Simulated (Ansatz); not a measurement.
Pulling on the Si1–F2 bond in BrFSi (SMILES F[Si]Br) (multiplicity 1 held, fragments rigid). Energies count from the point at 1.609 Å.
Geometry at that point (charge 0, multiplicity 1):
```xyz
3

Si     0.5391     0.7188     1.0058
F      0.9684     1.8731    -0.0303
Br    -0.4647    -0.7692    -0.3945
```

Restricted levels (R-, RO-) in cc, def2 and unpolarised 6-31G sets keep to the state of the molecule at rest. U- levels take the lowest unrestricted solution at each point, which mixes spins at long bonds. Curves can end on different states.

Correlated levels freeze the cores. Filled d and f shells under p-block atoms count as core.

Codes used: Ansatz (Gaussian basis) for Hartree–Fock, density functionals and correlated methods. Values without a source in brackets are computed.

Energies in kJ/mol.

```csv
R (Å),R-HF/def2-SVP,U-MP2/def2-SVP,R-SCS-MP2/def2-SVP,U-SCS-MP2/def2-SVP,U-CCSD/def2-SVP,R-CCSDT/def2-SVP
1.288,335,367,366,366,364,367
1.448,59,73,73,73,72,74
1.609,0,0,0,0,0,0
1.770,34,24,23,23,24,22
1.931,104,87,86,86,88,83
2.173,224,200,198,198,201,193
2.414,334,306,303,303,306,293
2.816,482,534,444,524,447,422
3.219,592,571,547,557,518,502
3.702,690,584,635,569,545,545
4.345,778,587,704,571,548,559
5.150,842,587,725,572,549,561
```

Doubts at one or more of the structures used: a restricted determinant that unrestricted orbitals would lower (R-HF/def2-SVP, R-SCS-MP2/def2-SVP, R-CCSDT/def2-SVP); a spin-contaminated determinant (U-MP2/def2-SVP, U-SCS-MP2/def2-SVP, U-CCSD/def2-SVP); T1 above 0.05 (U-CCSD/def2-SVP, R-CCSDT/def2-SVP); other coupled-cluster roots lie near (R-CCSDT/def2-SVP).

Ansatz is a program for electronic structure.
